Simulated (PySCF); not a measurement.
A structure optimised at B3LYP-D3(BJ)/def2-SVP, used in a PySCF frequency run:

```xyz
8

C     -0.0543     3.1628     0.0000
C     -0.3569     1.9870     0.0000
C     -0.7454     0.6226     0.0000
C      0.1353    -0.3933     0.0000
F      1.4429    -0.2086     0.0000
Cl    -0.3100    -2.0569     0.0000
H      0.2205     4.2006     0.0000
H     -1.8082     0.3693     0.0000
```
Charge 0, spin multiplicity 1.

Write its SMILES, formula and point group.

C#C/C=C(\F)Cl, C₄H₂ClF, Cs

What are its rotational constants (standard atomic weights)?

9.2393, 1.4766, 1.2731 GHz
